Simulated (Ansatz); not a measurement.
C3H7BSi at its PBE0-D4/def2-TZVP geometry, where that method's forces vanish. The species carries charge 0 and has multiplicity 1. The bonds changed during the relaxation, so this is another structure than the one it started from.

| atom | x (Å) | y (Å) | z (Å) |
| --- | --- | --- | --- |
| B1 | 0.588 | -1.020 | 0.541 |
| C2 | -0.644 | -2.009 | -0.057 |
| C3 | -0.822 | -0.660 | -0.398 |
| C4 | -0.287 | 0.451 | -0.255 |
| Si5 | 0.103 | 2.238 | -0.319 |
| H6 | 1.619 | -1.151 | -0.049 |
| H7 | 0.517 | -0.848 | 1.722 |
| H8 | -1.329 | -2.422 | 0.677 |
| H9 | -0.372 | -2.685 | -0.860 |
| H10 | 1.417 | 2.408 | -0.984 |
| H11 | -0.954 | 2.943 | -1.084 |
| H12 | 0.164 | 2.755 | 1.068 |

For each bond, give half the difference of the two atoms' forces along it (eV/Å; positive pushes the atoms apart) under PBE-D4, r2SCAN-D4, B3LYP-D4, ωB97M-V in def2-TZVPP. (Estimate.)

Computed: 
```csv
bond,length (Å),PBE-D4,r2SCAN-D4,B3LYP-D4,ωB97M-V
B1–C2,1.689,0.04,0.10,0.21,0.21
B1–C3,1.731,0.23,0.19,0.31,0.24
B1–C4,1.887,0.22,0.19,0.23,0.06
B1–H6,1.195,0.05,-0.06,-0.17,-0.15
B1–H7,1.195,0.05,-0.06,-0.17,-0.15
C2–C3,1.402,-0.22,-0.07,0.22,0.46
C2–H8,1.085,0.10,-0.03,-0.08,-0.14
C2–H9,1.085,0.10,-0.03,-0.08,-0.14
C3–C4,1.242,0.95,0.44,-0.15,-0.50
C4–Si5,1.830,-0.54,-0.28,0.08,0.38
Si5–H10,1.482,0.10,0.00,-0.06,-0.15
Si5–H11,1.483,0.09,-0.01,-0.06,-0.14
Si5–H12,1.482,0.10,0.00,-0.06,-0.15
```

B3LYP here is the variant with VWN-RPA as its local correlation; programs differ in this.
